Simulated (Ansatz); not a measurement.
Geometry optimisation, Ansatz 0.2.0, RKS PBE0/def2-SVP.

Input:

```yaml
crystal:
  periodic: [false, false, false]
  atoms:
    - { symbol: Zn, position_ang: [-1.502659, 0.658702, -0.05045] }
    - { symbol: C, position_ang: [1.365286, -0.922999, 0.099287] }
    - { symbol: O, position_ang: [-2.013257, -0.094096, -1.573276] }
    - { symbol: H, position_ang: [0.891662, -0.281566, 0.837711] }
    - { symbol: S, position_ang: [-0.764672, 1.531617, 1.881683] }
    - { symbol: H, position_ang: [2.440615, -1.000448, 0.321502] }
    - { symbol: H, position_ang: [1.237103, -0.502161, -0.913429] }
    - { symbol: H, position_ang: [0.911762, -1.926892, 0.129644] }
    - { symbol: H, position_ang: [-2.781329, 0.319618, -1.978513] }
    - { symbol: H, position_ang: [0.215389, 2.218325, 1.245741] }
basis:
  gaussian: { orbitals: def2-SVP }
hamiltonian:
  xc: pbe0
relax:
  f_tol: 0.03
  max_steps: 50
output:
  orbitals: {}
```

Run as:

```bash
$ ansatz run input.yaml --threads 2 --pin off --max-ram 3072MiB --backend cpu --events-out ev --progress --plain --runs-dir out
```

Q: Where does it end, and by what steps?

A: It converged. The force dipped under the threshold on the way, but the program's further checks kept it going. After 27 steps the energy has fallen by 0.135 eV; H7 moved furthest, 1.04 Å.

```
step  energy less start (eV)  largest force component (eV/Å)  accepted
   0                  0.0000                           0.674       yes
   1                 -0.0602                           0.376       yes
   2                 -0.0731                           0.237       yes
   3                 -0.0843                           0.338       yes
   4                 -0.0956                           0.561       yes
   5                 -0.1156                           0.266       yes
   6                 -0.1233                           0.276       yes
   7                 -0.1300                           0.039       yes
   8                 -0.1312                           0.065       yes
   9                 -0.1316                           0.081       yes
  10                 -0.1320                           0.047       yes
  11                 -0.1323                           0.026       yes
  12                 -0.1325                           0.045       yes
  13                 -0.1327                           0.060       yes
  14                 -0.1330                           0.050       yes
  15                 -0.1332                           0.044       yes
  16                 -0.1334                           0.043       yes
  17                 -0.1336                           0.038       yes
  18                 -0.1337                           0.093       yes
  19                 -0.1339                           0.032       yes
  20                 -0.1340                           0.015       yes
  21                 -0.1332                           0.226        no
  22                 -0.1342                           0.067       yes
  23                 -0.1343                           0.045       yes
  24                 -0.1344                           0.007       yes
  25                 -0.1344                           0.047       yes
  26                 -0.1345                           0.041       yes
  27                 -0.1345                           0.017       yes
```

```xyz
10
Properties=species:S:1:pos:R:3
Zn -1.436 0.838 0.046
C 1.189 -1.016 0.026
O -1.853 -0.166 -1.365
H 0.855 -0.591 0.984
S -1.032 1.982 1.848
H 2.028 -0.421 -0.362
H 0.364 -1.020 -0.703
H 1.525 -2.048 0.197
H -1.914 0.302 -2.204
H 0.274 2.140 1.532
```

Whether the end is a true minimum wasn't checked by a vibrational analysis.

Time of the run: 83 s on 2 threads of Arm Neoverse V2 (shared host), peak memory 0.24 GiB.
